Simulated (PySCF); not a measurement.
Isomers of C6H12FNSi, mass 145.072 u with the commonest isotopes. The calculation used PBE0/pcSseg-1 in PySCF (dipole) on a GFN2-xTB geometry, gas phase. One conformer each, none proved a minimum here; rigid rotors.

Problem. Order these by out-of-plane moment Σ m c² = (Ia + Ib − Ic)/2, smallest first.
A. `[CH3:1][CH:2]([CH3:3])[SiH2:4][CH2:5][C@H:6]([F:7])[C:8]#[N:9]` with C1–C2–Si4–C5 -59°, C2–Si4–C5–C6 -170°, Si4–C5–C6–F7 -54°
B. `[CH3:1][SiH:2]([CH3:3])[CH2:4][CH2:5][C@H:6]([F:7])[C:8]#[N:9]` with C1–Si2–C4–C5 57°, Si2–C4–C5–C6 179°, C4–C5–C6–F7 -175°
C. `[CH3:1][C@@H:2]([SiH3:3])[CH2:4][CH2:5][C@H:6]([F:7])[C:8]#[N:9]` with C1–C2–C4–C5 173°, C2–C4–C5–C6 -177°, C4–C5–C6–F7 -174°
D. `[CH2:1]=[C:2]([F:3])[Si@@H:4]1[CH2:5][C@@H:6]1[N:7]([CH3:8])[CH3:9]` with C1–C2–Si4–C5 36°, C5–C6–N7–C8 75°
E. `[CH3:1][CH:2]([CH3:3])[CH2:4][SiH2:5][C@H:6]([F:7])[C:8]#[N:9]` with C1–C2–C4–Si5 -59°, C2–C4–Si5–C6 -168°, C4–Si5–C6–F7 64°
F. `[CH:1]#[C:2][CH2:3][C@@H:4]([CH2:5][CH2:6][F:7])[NH:8][SiH3:9]` with C2–C3–C4–C5 64°, C3–C4–C5–C6 -173°, C4–C5–C6–F7 -175°, C3–C4–N8–Si9 86°

Solution. C (19.05 u·Å²), F (29.92 u·Å²), A (36.56 u·Å²), D (64.80 u·Å²), B (82.56 u·Å²), E (101.44 u·Å²).

Problem. Order these by dipole moment, smallest first.
A. `[CH3:1][C@@H:2]([SiH3:3])[CH2:4][CH2:5][C@H:6]([F:7])[C:8]#[N:9]` with C1–C2–C4–C5 173°, C2–C4–C5–C6 -177°, C4–C5–C6–F7 -174°
B. `[CH:1]#[C:2][CH2:3][C@@H:4]([CH2:5][CH2:6][F:7])[NH:8][SiH3:9]` with C2–C3–C4–C5 64°, C3–C4–C5–C6 -173°, C4–C5–C6–F7 -175°, C3–C4–N8–Si9 86°
C. `[CH2:1]=[C:2]([F:3])[Si@@H:4]1[CH2:5][C@@H:6]1[N:7]([CH3:8])[CH3:9]` with C1–C2–Si4–C5 36°, C5–C6–N7–C8 75°
D. `[CH3:1][CH:2]([CH3:3])[CH2:4][SiH2:5][C@H:6]([F:7])[C:8]#[N:9]` with C1–C2–C4–Si5 -59°, C2–C4–Si5–C6 -168°, C4–Si5–C6–F7 64°
E. `[CH3:1][CH:2]([CH3:3])[SiH2:4][CH2:5][C@H:6]([F:7])[C:8]#[N:9]` with C1–C2–Si4–C5 -59°, C2–Si4–C5–C6 -170°, Si4–C5–C6–F7 -54°

Solution. B (1.87 D), C (2.11 D), A (3.37 D), D (3.61 D), E (4.08 D).

Problem. Order these by rotational constant A, largest first.
A. `[CH2:1]=[C:2]([F:3])[Si@@H:4]1[CH2:5][C@@H:6]1[N:7]([CH3:8])[CH3:9]` with C1–C2–Si4–C5 36°, C5–C6–N7–C8 75°
B. `[CH:1]#[C:2][CH2:3][C@@H:4]([CH2:5][CH2:6][F:7])[NH:8][SiH3:9]` with C2–C3–C4–C5 64°, C3–C4–C5–C6 -173°, C4–C5–C6–F7 -175°, C3–C4–N8–Si9 86°
C. `[CH3:1][SiH:2]([CH3:3])[CH2:4][CH2:5][C@H:6]([F:7])[C:8]#[N:9]` with C1–Si2–C4–C5 57°, Si2–C4–C5–C6 179°, C4–C5–C6–F7 -175°
D. `[CH3:1][CH:2]([CH3:3])[CH2:4][SiH2:5][C@H:6]([F:7])[C:8]#[N:9]` with C1–C2–C4–Si5 -59°, C2–C4–Si5–C6 -168°, C4–Si5–C6–F7 64°
E. `[CH3:1][CH:2]([CH3:3])[SiH2:4][CH2:5][C@H:6]([F:7])[C:8]#[N:9]` with C1–C2–Si4–C5 -59°, C2–Si4–C5–C6 -170°, Si4–C5–C6–F7 -54°

Solution. E (3163 MHz), C (2289 MHz), A (2242 MHz), D (2167 MHz), B (1083 MHz).

```csv
SMILES,point group,Ia (u·Å²),Ib (u·Å²),Ic (u·Å²),κ,μa (D),μb (D),μc (D)
CC(C)[SiH2]C[C@H](F)C#N,C1,159.78,915.93,1002.58,-0.96,3.86,0.24,1.32
CC(C)C[SiH2][C@H](F)C#N,C1,233.26,776.98,807.36,-0.97,2.32,2.68,0.72
C=C(F)[Si@@H]1C[C@@H]1N(C)C,C1,225.44,574.47,670.32,-0.83,2.11,0.08,0.01
C[SiH](C)CC[C@H](F)C#N,C1,220.77,881.28,936.93,-0.96,2.87,1.38,1.62
C#CC[C@@H](CCF)N[SiH3],C1,466.50,513.08,919.75,0.63,1.47,1.10,0.35
C[C@@H]([SiH3])CC[C@H](F)C#N,C1,221.97,812.18,996.04,-0.87,3.09,0.83,1.06
```
